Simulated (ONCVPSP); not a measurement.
## Sn (Z = 50): one change to an ONCV potential, before and after

```json
{"Element": "tin", "Generator": "ONCVPSP 4.0.1", "Type": "optimised norm-conserving Vanderbilt (ONCV)", "Functional": "PBE", "Relativity": "scalar-relativistic", "Frozen core": "[Kr] 4d10", "Valence charge": "4", "Reference configuration": "5s1 5p3", "Partial waves": "5s: rc 2.05 bohr, ncon 3, nbas 7, qcut 2.6 1/bohr, 1 projector; 5p: rc 2.35 bohr, ncon 3, nbas 6, qcut 4 1/bohr, 1 projector; d scattering state at 0.1 Ha: rc 2.00 bohr, ncon 3, nbas 7, qcut 4.8 1/bohr, 3 projectors, debl 2.4 Ha", "Local potential": "polynomial inside 1.95 bohr (lpopt 5, dvloc0 0 Ha)", "Core correction": "none"}
```

All-electron outer shells of the reference configuration (PBE, scalar-relativistic, ld1.x):

```tsv
shell	level (eV)	outermost node (bohr)	outermost maximum (bohr)
4p	-91.24	0.41	0.79
4d	-27.32	0.39	0.88
5s	-11.41	0.98	1.99
5p	-4.32	1.09	2.52
```

Change: s: nproj 2.

Cutoffs: the cutoffs (Ha) at which the residual kinetic energy of the hardest occupied pseudo-wave falls to 1 and 0.1 mHa per electron; they do not see the model core or the augmentation charge, which bear on the density cutoff. Errors are all-electron minus pseudo energies relative to the spin-unpolarised reference configuration.

Q: What does the change do?

A: The potential gets neither clearly harder nor softer (25 Ha and 43 Ha → 25 Ha and 43 Ha); both files keep a bound ghost (d); the lowest positive-energy flag moves from s at 1.0 eV to s at 56.0 eV; of the 4 tests that both files solve, the error grows in 0 and shrinks in 3 by more than 15 % and 0.3 meV (median size 33.9 → 21.1 meV); the range in which the s phases agree widens (upper end -0.1 → 2.0).

```tsv
quantity	base	changed
cutoff, loose	25 Ha	25 Ha
cutoff, tight	43 Ha	43 Ha
bound ghosts	d	d
GHOST(+) flags under 300 eV	s at 1.0 eV	s at 56.0 eV
error for 5s2 5p2, meV [ΔE -6.98 eV]	+17	+16
error for 5s2 5p1, meV [ΔE -0.10 eV]	+51	+27
error for 5s2 5p0, meV [ΔE 13.85 eV]	+192	+60
error for 5s1 5p2, meV [ΔE 7.55 eV]	+9.9	-2.2
s: phases at 2.08 bohr within 0.05 rad from the reference energy up to (Ha; the scan ends near 5)	-0.1	2.0
p: phases at 2.39 bohr within 0.05 rad from the reference energy up to (Ha; the scan ends near 5)	0.9	0.9
d: phases at 2.03 bohr within 0.05 rad from the reference energy up to (Ha; the scan ends near 5)	to the end of the scan	to the end of the scan
```

Base: The cutoffs count occupied waves only; projector 3 of the d channel, the hardest unoccupied one, needs 94 Ha at the loose tolerance. Changed file: The cutoffs count occupied waves only; projector 3 of the d channel, the hardest unoccupied one, needs 94 Ha at the loose tolerance. A true bound ghost makes a file unfit for plane-wave use even where its test errors are small: the radial tests pick states by their node count and pass the ghost by.
